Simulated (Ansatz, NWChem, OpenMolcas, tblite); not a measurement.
# A ladder of methods for BSiH4OF (SMILES FBO[SiH3])

BSiH4OF has 8 atoms, charge 0, and is taken as a singlet. As SMILES, `FBO[SiH3]`. The coordinates come from a PBE0-D4/def2-TZVP relaxation. This is one conformer, not always the lowest.

Each level gives the vertical energy of the triplet above the singlet (eV). The values are calculated.

```tsv
level	kind	program	value (eV)	CPU time (all runs)
GFN1-xTB	semi-empirical	tblite	6.87	under 2 s
HF/6-311+G**	Hartree–Fock	Ansatz	7.85	63 s
SVWN5/6-311+G**	LDA	Ansatz	6.74	61 s
PBE/6-311+G**	GGA	Ansatz	6.74	54 s
revPBE/6-311+G**	GGA	Ansatz	6.76	55 s
r2SCAN/6-311+G**	meta-GGA	OpenMolcas	6.93	5.6 min
PBE0/6-311+G**	global hybrid	Ansatz	7.18	43 s
MP2/6-311+G**	perturbation theory	NWChem	8.25	6.1 min
CCSD(T)/6-311+G**	coupled cluster or CI	Ansatz	7.85	7.2 min
```

The values span 6.74 to 8.25 eV. The coupled-cluster rows rest on a doubtful reference here (large T1 or Brueckner and Hartree–Fock orbitals at odds), and rows may lie in different states. Times are those of the runs behind each value, whatever else they computed, on shared processors of several kinds: orders of magnitude only.
